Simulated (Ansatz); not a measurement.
Mulliken charges of `[SiH3][SiH](S)Br` from B3LYP/def2-TZVPP in Ansatz (PBE0-D4/def2-TZVP geometry).

```csv
atom,x (Å),y (Å),z (Å),charge (e)
Si1,-0.532,1.243,-0.806,0.162
Si2,0.345,-0.728,0.090,0.364
S3,0.602,-0.425,2.181,-0.237
Br4,-1.087,-2.385,-0.357,-0.225
H5,-0.788,1.036,-2.254,-0.043
H6,-1.806,1.557,-0.110,-0.039
H7,0.430,2.361,-0.620,-0.047
H8,1.631,-1.146,-0.518,-0.048
H9,1.295,-1.560,2.377,0.114
```

Question: By hand: the dipole of these point charges (1 e Å = 4.8032 D).

Answer: Σ q r = (0.295, 0.235, -0.108) e Å, of length 0.392 e Å = 1.88 D.

Question: How does the dipole of the full density compare? (An estimate is asked.)

Answer: The calculation gave: (0.210, 0.112, -0.032) e Å, 1.15 D; the point charges give 1.63 times that, at 13° from its direction.

Point charges leave out the atoms' own dipoles, such as those of lone pairs, and Mulliken's split depends on the basis, so the two needn't agree.

B3LYP here is the variant with VWN-RPA as its local correlation; programs differ in this.
